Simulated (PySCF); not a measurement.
SMILES N#Cc1ccccc1C=O at its GFN2-xTB optimised geometry (Å):

```
15

N     -2.1653    -2.7532     0.0021
C     -1.5298    -1.7990     0.0009
C     -0.7938    -0.5900     0.0000
C     -1.4905     0.6175    -0.0005
C     -0.7966     1.8145    -0.0006
C      0.5914     1.8210    -0.0002
C      1.2884     0.6272     0.0000
C      0.6111    -0.5900     0.0000
C      1.3695    -1.8522    -0.0003
O      2.5704    -1.9246    -0.0006
H     -2.5704     0.6069    -0.0007
H     -1.3415     2.7465    -0.0011
H      1.1261     2.7586    -0.0002
H      2.3681     0.6077     0.0002
H      0.7342    -2.7586    -0.0005
```

Level of theory: PBE0/def2-TZVP in PySCF 2.14.0.

Map of the electron localisation function on the plane z = 1.5 Å:

```
|                               |
|                               |
|                               |
|                               |
|                               |
|          ..      ..           |
|          .:..  ..::.          |
|          :--::::--:.          |
|          :=++**++=-.          |
|         .:+##%@%#*=.          |
|         :=#%%##%%%*:.         |
|        .-#@%+--=#@%=:.        |
|      .:-+%@#:  .+%%+-:.       |
|      .:=+%%+.   -#%*=:.       |
|      .:-+#%+.   -##+-:.       |
|        .-+%#-..:+%*-.         |
|         .-*#*+=+##=.          |
|          .-+*####+:           |
|          .:-=++++=.    .      |
|       ..::::...::::..:::.     |
|      .:=+=-:.   .:-====-:     |
|     .:=*##+-.    :-+*+=-:     |
|     :-+*##*-.   .:-====-:     |
|     -+*##*+-    .:..::-:.     |
|     -*%%#+=:    :.   ...      |
|     :*%%#+:.    .             |
|     .-**+-.                   |
|      .:--.                    |
|                               |
|                               |
|                               |
```
Scale: ten equal steps from 0.000 (start of ' ') to 0.369 (end of '@'), in the order ' .:-=+*#%@'; x runs from -5.00 to 5.00, y from -5.00 (bottom) to 5.00 (top).
